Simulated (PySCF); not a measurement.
Bonds broken one at a time in the series In Cl-H. Gas-phase values, no solvent. Strings in code marks are SMILES.

The dipole moment from two functionals at the same geometries (B3LYP-D3(BJ)/def2-TZVP), both in PySCF: PBE-D3(BJ)/def2-TZVP and B3LYP-D3(BJ)/def2-TZVP. B3LYP has the VWN-RPA correlation part, as in Gaussian. 

```tsv
species	PBE-D3(BJ)/def2-TZVP (D)	B3LYP-D3(BJ)/def2-TZVP (D)
whole molecule (`[Cl][InH][Cl]`)	2.48	2.59
radical fragment (`[Cl][InH]`)	2.77	2.97
whole molecule (`[Cl][InH2]`)	2.79	2.92
radical fragment (`[InH2]`)	0.44	0.54
```

Over these rows, drawn at random from the members with no instability flagged (it was tested for open shells, ions and some series alone), PBE minus B3LYP-D3(BJ): mean -0.14 D, from -0.20 D to -0.10 D.
